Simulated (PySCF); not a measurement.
# `CO[SiH2]OCC[SiH3]`: 4 charge schemes on one density

Species: C3H12O2Si2.
Atom-mapped SMILES: `[CH3:1][O:2][SiH2:3][O:4][CH2:5][CH2:6][SiH3:7]` (hydrogens: H8, H9, H10 on C1; H11, H12 on Si3; H13, H14 on C5; H15, H16 on C6; H17, H18, H19 on Si7)

Cartesian coordinates in Å at the GFN2-xTB level; atoms count from 1:
```xyz
19
C3H12O2Si2 angstrom
C     -3.800    0.197   -0.419
O     -2.949   -0.010    0.667
Si    -1.446   -0.593    0.708
O     -0.511    0.377   -0.193
C      0.854    0.278   -0.480
C      1.720    0.182    0.765
Si     3.576    0.112    0.372
H     -3.322    0.814   -1.183
H     -4.090   -0.757   -0.866
H     -4.694    0.705   -0.053
H     -1.349   -1.964    0.189
H     -1.206   -0.501    2.140
H      1.115    1.172   -1.057
H      1.024   -0.602   -1.114
H      1.418   -0.708    1.320
H      1.496    1.036    1.406
H      3.988    1.334   -0.321
H      4.317   -0.018    1.627
H      3.850   -1.044   -0.485
```

Density: PBE0/pcSseg-1 (PySCF); schemes: Mulliken, IAO, Hirshfeld and ESP-fitted. The structure is a single GFN2-xTB conformer in the gas phase; no vibrational or solvent corrections.

Problem. What partial charge does each atom carry?

Solution. In e; atoms taken as equivalent share a row and are averaged (×n: the atom named and its like, n in all):

| atom | environment | Mulliken | IAO | Hirshfeld | ESP-fitted |
| --- | --- | --- | --- | --- | --- |
| C1 | methoxy carbon | -0.004 | -0.198 | -0.032 | -0.098 |
| O2 | silyl ether oxygen | -0.627 | -0.636 | -0.227 | -0.412 |
| Si3 | oxygen-bound silicon | +0.954 | +1.204 | +0.430 | +0.777 |
| O4 | silyl ether oxygen | -0.636 | -0.652 | -0.228 | -0.412 |
| C5 | sp3 carbon bound to oxygen | +0.119 | -0.034 | +0.010 | +0.094 |
| C6 | sp3 carbon bound to silicon | -0.593 | -0.551 | -0.161 | -0.233 |
| Si7 | SiH3 silicon | +0.488 | +0.601 | +0.323 | +0.319 |
| H8/H9/H10 | methyl hydrogen | +0.105 | +0.139 | +0.044 | +0.089 |
| H11/H12 | Si–H hydrogen | -0.156 | -0.183 | -0.091 | -0.164 |
| H13/H14 | methylene hydrogen | +0.111 | +0.133 | +0.039 | +0.053 |
| H15/H16 | methylene hydrogen | +0.158 | +0.150 | +0.043 | +0.092 |
| H17/H18/H19 | Si–H hydrogen | -0.080 | -0.117 | -0.076 | -0.088 |

Mean size of the charges over all atoms: IAO 0.293 e, Mulliken 0.254 e, ESP-fitted 0.184 e, Hirshfeld 0.111 e. Each set sums to the total charge, 0, to within 0.001 e. The Hirshfeld scheme divides the density at each point in proportion to the densities of the neutral, spherically averaged free atoms. The ESP scheme is a least-squares fit of atom-centred charges to the potential on four shells outside the van der Waals surface, with the total charge fixed.

Some averages cover members that differ in this geometry: H11/H12, ESP-fitted -0.177 to -0.151; H8/H9/H10, ESP-fitted +0.079 to +0.104 e.

Lowest charge. All schemes include O4: Mulliken O4 (-0.636); IAO O4 (-0.652); Hirshfeld O4 (-0.228); ESP-fitted O2 and O4 (-0.412).

Highest charge. All schemes agree: Mulliken Si3 (+0.954); IAO Si3 (+1.204); Hirshfeld Si3 (+0.430); ESP-fitted Si3 (+0.777).

Problem. How many electrons does the ESP-fitted scheme count on Si3?

Solution. Z − q = 14 − (+0.777) = 13.223.

Problem. Sum the charges by element.

Solution. 
```csv
element,atoms,Mulliken,IAO,Hirshfeld,ESP-fitted
C,3,-0.478,-0.783,-0.182,-0.237
O,2,-1.263,-1.288,-0.455,-0.824
Si,2,+1.442,+1.806,+0.753,+1.097
H,12,+0.299,+0.265,-0.116,-0.036
```
